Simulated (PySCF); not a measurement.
The numbers are results of PBE-D3(BJ)/def2-TZVP (PySCF 2.14.0), not measurements. Gas-phase values, no solvent. Delta-SCF ions had no search for a lower state. Excitations are Tamm–Dancoff values on a coarser integration grid. The basis has no diffuse functions, so Rydberg states are missing or too high.

Reference species (SMILES): `C1C=CC=1` (neutral, multiplicity 1).

```
Quantity                                   Value
--------------------------------------  --------
vertical ionisation energy (Delta-SCF)   7.92 eV
HOMO                                    -4.57 eV
T1 excitation (TDA)                      1.22 eV
```

Changed species: `C=C=C=C`.

Task: Give the shifts of the vertical ionisation energy (Delta-SCF), HOMO and T1 excitation (TDA).

Result: the vertical ionisation energy (Delta-SCF) goes up by 1.26 eV, to 9.18 eV; the HOMO drops by 1.54 eV, to -6.11 eV; the T1 excitation (TDA) rises by 1.55 eV, to 2.77 eV.
